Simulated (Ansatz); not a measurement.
Species: C$_{6}$H$_{11}$S, net charge 0, doublet state. It need not be the lowest isomer of its formula. 
Geometry from a B3LYP-D3(BJ)/def2-TZVP (Ansatz, a quantum-chemistry and plane-wave program) optimisation:
```xyz
18

C     -0.1662    -1.8958     0.3547
C      1.1384    -1.4884    -0.3284
C      1.7068    -0.1195     0.1043
C      1.0837     1.0660    -0.5483
S     -0.4973     1.6701    -0.2728
C     -1.3104     0.3875     0.7277
C     -1.3851    -1.0066     0.1020
H      0.0048    -1.9519     1.4362
H     -0.4164    -2.9120     0.0369
H      1.0063    -1.4878    -1.4141
H      1.8861    -2.2549    -0.1034
H      2.7728    -0.0987    -0.1329
H      1.6411    -0.0495     1.1987
H      1.6406     1.6511    -1.2666
H     -0.8390     0.3475     1.7117
H     -2.3119     0.7959     0.8701
H     -1.5722    -0.9122    -0.9709
H     -2.2592    -1.5091     0.5277
```
Charge 0, spin multiplicity 2.

Computed values are from Ansatz. Correlated levels leave the core frozen unless marked. UHF or UKS for open shells. No spin-orbit coupling. No relativistic terms. CBS marks a two-point X^-3 extrapolation of the correlation energy; Hartree-Fock from the larger set. [CCSD(T)-MP2]/basis is that difference in the basis named.

**Question.** What is the total energy at RI-MP2/CBS(cc-pV(T+d)Z,cc-pV(Q+d)Z)+[CCSD(T)-MP2]/cc-pV(T+d)Z?

**Answer.** -632.6617 Eh.

**Question.** What is the T1 diagnostic at CCSD/cc-pV(T+d)Z?

**Answer.** 0.014.

**Question.** What is the atomisation energy De at RI-MP2/CBS(cc-pV(T+d)Z,cc-pV(Q+d)Z)+[CCSD(T)-MP2]/cc-pV(T+d)Z?

**Answer.** 7187.9 kJ/mol.

**Question.** What is the dipole moment at CCSD(T)/aug-cc-pV(D+d)Z?

**Answer.** 1.78 D.
